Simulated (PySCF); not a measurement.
Molecule: SMILES C/C([SiH3])=C\F, C3H7FSi.

Bonds (- single, = double, # triple, : aromatic): C1-C2 1.502 Å, C2-Si3 1.870 Å, C2=C4 1.336 Å, C4-F5 1.333 Å. C1 carries H6, H7, H8; Si3 carries H9, H10, H11; C4 carries H12. Stereochemistry as in C/C([SiH3])=C\F.

Geometry PBE0-D3(BJ)/def2-SVP throughout; GIAO in PySCF 2.14, gas phase, one conformer, non-relativistic; equivalent atoms averaged; functional PBE0.

Q: How do the shifts δ (against TMS, CFCl3 at the same level) depend on the basis set? (ppm; last column core-seconds on shared hosts with different chips, so compare them loosely)

A: 
```
    basis set  functions     C4     C2    C1     Si3     F5   H12  H9/H10/H11  H6/H7/H8  core-s
       STO-3G         36  122.6   91.4  20.5   -63.7   -2.7  5.50        1.96      1.32     2.7
        6-31G         63  149.0  106.1  14.4   -39.3  -92.4  6.88        3.99      2.00       5
     pcSseg-0         63  169.5  111.7  16.0  -100.7  -77.4  6.77        4.33      1.99     4.3
       6-31G*         88  148.2   99.6  13.2   -34.1  -79.0  6.55        4.35      1.75     6.5
     def2-SVP        109  151.7  103.8  11.9   -66.4  -66.0  6.30        4.12      1.70     7.6
      cc-pVDZ        109  151.9  106.4  13.3   -59.2  -75.4  6.50        4.07      1.76     8.8
     pcSseg-1        127  160.6  111.0  12.8   -65.7  -85.4  6.68        4.12      1.88     7.6
  aug-cc-pVDZ        182  150.4  107.6  11.8   -60.1  -93.4  6.84        4.22      1.89      18
6-311+G(2d,p)        185  158.1  111.2  11.6   -66.2  -99.1  6.74        4.34      1.83      18
    def2-TZVP        203  159.9  111.9  12.2   -66.7  -91.4  6.76        4.36      1.82      21
      cc-pVTZ        252  158.9  110.2  12.3   -59.2  -87.4  6.70        4.14      1.82      30
     IGLO-III        254  163.0  115.3  12.2   -68.4  -96.1  6.77        4.25      1.86      27
     pcSseg-2        285  164.5  115.6  12.6   -67.1  -93.8  6.77        4.13      1.86      30
```

Q: Which nucleus moves most, in ppm?

A: F5 (vinylic fluorine): from -99.1 ppm with 6-311+G(2d,p) to -2.7 ppm with STO-3G. The smallest spread is 0.68 ppm, at H6/H7/H8. Proton shifts span only some 12 ppm, so a few tenths of a ppm matter as much there as several ppm in carbon.

Q: Taking the largest basis, pcSseg-2 (285 functions), as the yardstick, rank the others by their worst heavy-atom deviation.

A: IGLO-III 2.3 ppm (254 functions), def2-TZVP 4.6 ppm (203 functions), 6-311+G(2d,p) 6.5 ppm (185 functions), cc-pVTZ 7.9 ppm (252 functions), pcSseg-1 8.4 ppm (127 functions), aug-cc-pVDZ 14.2 ppm (182 functions), cc-pVDZ 18.3 ppm (109 functions), def2-SVP 27.7 ppm (109 functions), 6-31G 27.8 ppm (63 functions), 6-31G* 33.0 ppm (88 functions), pcSseg-0 33.7 ppm (63 functions), STO-3G 91.1 ppm (36 functions).

A small basis that lands close on one nucleus may do so by chance; judge by the trend and by all nuclei.
